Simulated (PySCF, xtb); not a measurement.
B(H)(SeH)2 (BH3Se2), SMILES [SeH]B[SeH]. The values are those of a single conformer.

Harmonic wavenumbers (cm⁻¹) from GFN2-xTB in xtb 6.7.1 at its own minimum, in rising order: 140, 277, 325, 516, 604, 644, 745, 748, 991, 2046, 2056, 2662.

Task: What does PySCF 2.14.0 with PBE-D3(BJ)/def2-SVP give at its own minimum? (An estimate is asked for; the answer gives what the named calculation found.)

Result: 144, 253, 379, 528, 637, 706, 784, 790, 995, 2363, 2363, 2605. Paired by order, the mean absolute difference is 80 cm⁻¹ and the zero-point energies are 16.8 and 17.9 kcal/mol.
